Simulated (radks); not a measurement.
Task: Charge is removed step by step from the 5s1/2 level of the ytterbium ion Yb2+, starting from [Xe] 4f14. Level of theory: Dirac Kohn-Sham, PBE, spin-unpolarised, spherical densities, finite nucleus; Fermi nuclear charge, rms radius 5.3108 fm (a radial shooting solver on a logarithmic mesh with Libxc functionals). At the starting occupation the eigenvalue is -69.575 eV. Estimate the energy to remove one whole electron from this level, the eigenvalue at the end, and how far E(n) bends from a straight line.

Result: Delta-SCF 77.185 eV; final eigenvalue -84.984 eV; the deviation from the straight line is -1.927 eV at 0.5 electron removed, the largest on the grid computed. Slater's transition state (half an electron removed) gives 77.138 eV. Integrating minus the eigenvalue over the occupation (Janak's theorem) gives 77.185 eV. The mean slope of the eigenvalue, de/dn, is 15.4 eV per electron.
